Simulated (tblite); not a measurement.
Compound: C6H9FO.
Atom-mapped SMILES: `[CH3:1][O:2][C:3]1=[CH:4][CH2:5][C@H:6]([F:7])[CH2:8]1` (hydrogens: H9, H10, H11 on C1; H12 on C4; H13, H14 on C5; H15 on C6; H16, H17 on C8)

Computed with GFN2-xTB (tblite), gas phase: Langevin dynamics at 300 K from the optimised GFN2-xTB geometry, time step 0.5 fs, friction 0.01 fs⁻¹, 2000 steps. The instantaneous temperature is 2·E(kin)/(3Nk) with all 3N coordinates.

```tsv
t (fs)	T (K)	E(pot) above start (eV)	C1–O2 (Å)	O2–C3 (Å)	C3=C4 (Å)	C4–C5 (Å)	C5–C6 (Å)	C1–H9 (Å)	C1–O2–C3–C4 (°)
0	259	0.000	1.408	1.354	1.329	1.501	1.537	1.088	1
25	230	0.370	1.394	1.378	1.308	1.554	1.513	1.115	1
50	276	0.460	1.404	1.418	1.336	1.533	1.538	1.081	-6
75	266	0.568	1.379	1.405	1.346	1.497	1.507	1.076	3
100	234	0.485	1.396	1.371	1.331	1.452	1.534	1.078	-16
125	329	0.540	1.447	1.395	1.325	1.534	1.547	1.136	-6
150	205	0.526	1.431	1.347	1.316	1.570	1.547	1.084	-1
175	232	0.462	1.392	1.323	1.335	1.498	1.542	1.044	-8
200	210	0.548	1.424	1.336	1.326	1.494	1.556	1.094	-13
225	290	0.439	1.433	1.320	1.323	1.511	1.558	1.135	5
250	270	0.454	1.451	1.299	1.341	1.503	1.609	1.075	4
275	243	0.451	1.431	1.337	1.332	1.504	1.558	1.076	-2
300	206	0.469	1.393	1.348	1.334	1.483	1.516	1.110	-5
325	260	0.419	1.393	1.338	1.334	1.488	1.547	1.105	-5
350	247	0.585	1.443	1.395	1.334	1.490	1.564	1.099	1
375	188	0.672	1.409	1.384	1.326	1.496	1.592	1.161	6
400	193	0.594	1.382	1.363	1.328	1.500	1.500	1.081	13
425	302	0.515	1.387	1.367	1.349	1.503	1.507	1.025	21
450	318	0.470	1.385	1.351	1.347	1.488	1.531	1.089	13
475	340	0.505	1.414	1.369	1.313	1.536	1.570	1.152	1
500	381	0.504	1.432	1.388	1.325	1.466	1.575	1.107	-5
525	285	0.714	1.365	1.384	1.357	1.477	1.483	1.067	-9
550	264	0.822	1.391	1.375	1.341	1.525	1.518	1.111	-29
575	230	0.989	1.481	1.394	1.284	1.558	1.494	1.092	-22
600	306	0.566	1.441	1.364	1.330	1.518	1.516	1.048	-5
625	383	0.626	1.358	1.345	1.327	1.521	1.520	1.086	-11
650	352	0.567	1.385	1.351	1.321	1.531	1.572	1.158	0
675	263	0.569	1.449	1.335	1.344	1.570	1.567	1.092	19
700	233	0.572	1.475	1.338	1.335	1.508	1.549	1.029	11
725	278	0.449	1.415	1.347	1.329	1.508	1.559	1.128	14
750	261	0.652	1.344	1.332	1.323	1.569	1.521	1.133	9
775	346	0.446	1.447	1.361	1.350	1.523	1.516	1.053	6
800	288	0.701	1.471	1.350	1.339	1.477	1.530	1.039	3
825	327	0.641	1.406	1.368	1.348	1.448	1.547	1.066	-12
850	276	0.708	1.337	1.380	1.294	1.484	1.533	1.094	-12
875	363	0.407	1.423	1.378	1.351	1.526	1.536	1.069	-21
900	385	0.607	1.473	1.319	1.364	1.473	1.541	1.073	-9
925	294	0.703	1.475	1.369	1.326	1.450	1.586	1.114	32
950	314	0.594	1.438	1.384	1.291	1.461	1.574	1.137	27
975	407	0.735	1.426	1.347	1.358	1.480	1.513	1.047	12
1000	370	0.753	1.438	1.338	1.352	1.483	1.566	1.061	26
```

**Question.** From 500 fs on, how do temperature and potential energy compare with equipartition?

**Answer.** The mean temperature of these 21 frames is 315 K against the target 300 K, and the mean potential energy 0.63 eV against 45 × kT/2 = 0.58 eV for 45 classical harmonic modes. For 17 atoms in a canonical ensemble the temperature itself scatters by T·√(2/(3N)) = 59 K; here its standard deviation is 52 K. The whole run lasts only 10 friction times of 100 fs, so these averages carry a wide statistical error.

**Question.** What are the kinetic and total energies of the listed frame with the highest potential energy?

**Answer.** The one at 575 fs, 0.989 eV above the start. Its kinetic energy is 3NkT/2 = 0.504 eV at 230 K, so the sum is 1.49 eV; over the listed frames the sum runs from 0.57 to 1.63 eV, since the thermostat adds and removes energy.

**Question.** How much do the listed bonds fluctuate from 500 fs on?

**Answer.** 
| bond | at the start (Å) | mean (Å) | standard deviation (Å) |
| --- | --- | --- | --- |
| C1–O2 | 1.408 | 1.422 | 0.043 |
| O2–C3 | 1.354 | 1.359 | 0.021 |
| C3=C4 | 1.329 | 1.333 | 0.022 |
| C4–C5 | 1.501 | 1.503 | 0.036 |
| C5–C6 | 1.537 | 1.539 | 0.028 |
| C1–H9 | 1.088 | 1.086 | 0.035 |

The motion is classical and holds no zero-point motion.

What follows is the cost of the whole dynamics run. Hardware: one thread, Arm Neoverse V1 (aarch64), no GPU (shared host). Cost: 12 s, 0.18 GiB resident at most.
